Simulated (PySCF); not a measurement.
The potential of point charges around `C[BH2-][S@@+](C)CC`

Species: `C[BH2-][S@@+](C)CC`. Coordinates (PBE0-D3(BJ)/def2-SVP, Å) and charges (e) from the PBE0/pcSseg-1 density (PySCF):

```tsv
atom	x	y	z	Mulliken	IAO	Hirshfeld	ESP-fitted
C1	2.867	-0.155	0.028	-0.5079	-0.5380	-0.2092	-0.3652
B2	1.479	-0.795	-0.468	-0.0206	-0.3253	-0.0596	+0.2099
S3	0.021	-0.045	0.642	+0.0525	+0.5277	+0.2412	+0.0461
C4	-0.097	1.667	0.103	-0.3781	-0.5124	-0.1010	-0.6136
C5	-1.448	-0.765	-0.133	-0.3769	-0.3359	-0.0496	+0.0222
C6	-2.755	-0.332	0.499	-0.2620	-0.4136	-0.1140	-0.2699
H7	3.682	-0.610	-0.560	+0.1213	+0.1471	+0.0337	+0.0765
H8	2.948	0.934	-0.135	+0.0900	+0.1125	+0.0152	+0.0556
H9	3.096	-0.356	1.088	+0.1023	+0.1242	+0.0180	+0.0639
H10	1.333	-1.987	-0.214	-0.0300	-0.0192	-0.0968	-0.1700
H11	1.126	-0.506	-1.608	-0.0481	-0.0344	-0.1012	-0.1905
H12	-0.122	1.706	-0.995	+0.1663	+0.1621	+0.0572	+0.2293
H13	0.809	2.172	0.464	+0.1776	+0.1769	+0.0638	+0.2465
H14	-0.979	2.151	0.541	+0.1619	+0.1597	+0.0523	+0.2104
H15	-1.392	-0.533	-1.208	+0.1713	+0.1553	+0.0523	+0.0767
H16	-1.282	-1.848	-0.032	+0.1837	+0.1708	+0.0591	+0.1039
H17	-2.941	0.745	0.370	+0.1239	+0.1383	+0.0419	+0.0989
H18	-3.593	-0.867	0.026	+0.1384	+0.1548	+0.0530	+0.0855
H19	-2.773	-0.557	1.576	+0.1346	+0.1493	+0.0436	+0.0839
```

Points outside the species (Å): A (7.8, -2.4, 6.0); B (-4.5, -5.3, 0.8); C (0.8, -1.2, -4.1).

Problem. Find the potential V = 14.3996 V·Å × Σ q/r of each set of charges at these points.

Solution. In volts:

| point | nearest atom | distance (Å) | Mulliken | IAO | Hirshfeld | ESP-fitted |
| --- | --- | --- | --- | --- | --- | --- |
| A | H9 | 7.10 | -0.117 | -0.082 | -0.086 | -0.097 |
| B | H18 | 4.59 | +0.137 | +0.149 | +0.124 | +0.121 |
| C | H11 | 2.61 | -0.290 | -0.499 | -0.411 | -0.441 |

Problem. How far are the other sets from the ESP-fitted one at these points?

Solution. Root-mean-square difference: Hirshfeld 0.018 V, IAO 0.038 V, Mulliken 0.088 V. The ESP scheme is a least-squares fit of atom-centred charges to the potential on four shells outside the van der Waals surface, with the total charge fixed.

Problem. What energy would a point charge of -2 e have at C in the field of the ESP charges, leaving out polarisation?

Solution. +0.882 eV = +85.1 kJ/mol, a repulsion.

One conformer (not necessarily the lowest) at the PBE0-D3(BJ)/def2-SVP geometry, without solvent, vibrations or thermal averaging.

The run behind these numbers computed NMR shieldings as well. Hardware: an Arm Neoverse V1 with one thread, shared host. Cost: 21 s of wall time.

The values belong to the conformer `[CH3:1][BH2-:2][S@@+:3]([CH3:4])[CH2:5][CH3:6]`: C1–B2–S3–C4 71°, B2–S3–C5–C6 -179°.
